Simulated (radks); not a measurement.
The numbers below are computed, except where a source is named.
All-electron atom: the tantalum ion Ta+ in [Xe] 4f14 5d3 6s1. Code: a radial shooting solver on a logarithmic mesh with Libxc functionals. Model: scalar-relativistic Kohn-Sham, PBE, spin-polarised, spherical densities, finite nucleus; open shells are filled with parallel spins first (spin-orbit coupling, left out, can overturn this in heavy ions); Fermi nuclear charge, rms radius 5.3507 fm; hard spherical wall at 5 bohr.

Radial electron density D(r) = 4 pi r^2 rho(r):

| r (bohr) | D(r) (e/bohr) | spin D(r) |
|---|---|---|
| 0.001395 | 12.02 | 0.000799 |
| 0.001846 | 18.07 | 0.00119 |
| 0.002463 | 26.86 | 0.00174 |
| 0.003258 | 38.38 | 0.00241 |
| 0.004311 | 52.79 | 0.00318 |
| 0.00575 | 69.61 | 0.00390 |
| 0.007608 | 85.35 | 0.00419 |
| 0.01007 | 96.55 | 0.00362 |
| 0.01332 | 99.50 | 0.00182 |
| 0.01776 | 94.08 | -0.000912 |
| 0.0235 | 88.36 | -0.00246 |
| 0.0311 | 94.59 | 0.000877 |
| 0.04115 | 115.8 | 0.0131 |
| 0.05488 | 133.5 | 0.0369 |
| 0.07262 | 123.9 | 0.0716 |
| 0.09608 | 104.0 | 0.114 |
| 0.1271 | 110.8 | 0.129 |
| 0.1696 | 120.9 | 0.0469 |
| 0.2243 | 88.28 | -0.0365 |
| 0.2968 | 61.28 | 0.0919 |
| 0.3959 | 72.12 | 0.231 |
| 0.5238 | 63.32 | 0.0490 |
| 0.6931 | 34.90 | 0.0273 |
| 0.9171 | 19.51 | 0.585 |
| 1.223 | 12.52 | 1.38 |
| 1.618 | 6.484 | 1.87 |
| 2.141 | 2.907 | 1.83 |
| 2.833 | 1.343 | 1.21 |
| 3.779 | 0.3689 | 0.363 |

D(r) has 4 maxima, at r = 0.0126, 0.0576, 0.160, 0.429 bohr, and minima at 0.0243, 0.104, 0.302 bohr, inside which lie 1.90, 11.10, 29.82 electrons.
